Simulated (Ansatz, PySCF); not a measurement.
Energy difference 3 R1 + R2 → P1 + 2 P2 + P3, each structure at its B3LYP-D3(BJ)/def2-TZVP stationary point, reached from a drawn start (curvature not checked).
P1, CH4 (SMILES C) (charge 0, multiplicity 1, Z-matrix in Å and degrees):
```
C
H 1 1.0893
H 1 1.0893 2 109.47
H 1 1.0893 2 109.47 3 -120.00
H 1 1.0893 2 109.47 3 120.00
```
R1: H2 (SMILES [H][H]), charge 0, multiplicity 1.
P2: HCl (SMILES Cl), charge 0, multiplicity 1.
P3, SiH4 (SMILES [SiH4]) (charge 0, multiplicity 1, Z-matrix in Å and degrees):
```
Si
H 1 1.4803
H 1 1.4803 2 109.47
H 1 1.4803 2 109.47 3 120.00
H 1 1.4803 2 109.47 3 -120.00
```
R2, CH4Cl2Si (SMILES C[SiH](Cl)Cl) (charge 0, multiplicity 1):
```xyz
8

Si     0.80366     0.11424     0.13978
C     -1.02104    -0.16411    -0.00829
Cl     1.81566    -1.30794    -0.95553
Cl     1.28393     1.98172    -0.58706
H      1.29940     0.03940     1.52335
H     -1.28283    -1.15337     0.37179
H     -1.56430     0.58798     0.56689
H     -1.33427    -0.09793    -1.05092
```

P less R. No zero-point or thermal terms.

Correlated levels freeze the cores. CBS: X⁻³ extrapolation of the correlation energy, Hartree–Fock from the larger set.

Codes used: Ansatz (Gaussian basis) for Hartree–Fock, density functionals and correlated methods; PySCF for the D3/D4 terms. All values are computed, each at the level named.

| level | reaction energy (eV) |
|---|---|
| PBE-D4/def2-TZVPP | 1.462 |
| revPBE-D3(BJ)/def2-TZVPP | 1.523 |
| r2SCAN-D4/def2-TZVPP | 1.552 |
| B97M-V/def2-TZVPP | 1.386 |
| B3LYP-D4/def2-TZVPP | 1.382 |
| BHLYP-D3(BJ)/def2-TZVPP | 1.335 |
| CAM-B3LYP/def2-TZVPP | 1.155 |
| CAM-B3LYP-D3(BJ)/def2-TZVPP | ___ |
| CCSD(T)/CBS(cc-pV(T+d)Z, cc-pV(Q+d)Z) | ___ |

Task: Complete the blanks.

Result: 
- CAM-B3LYP-D3(BJ)/def2-TZVPP, reaction energy (eV): 1.277
- CCSD(T)/CBS(cc-pV(T+d)Z, cc-pV(Q+d)Z), reaction energy (eV): 1.486

Ansatz is a quantum-chemistry and plane-wave program.
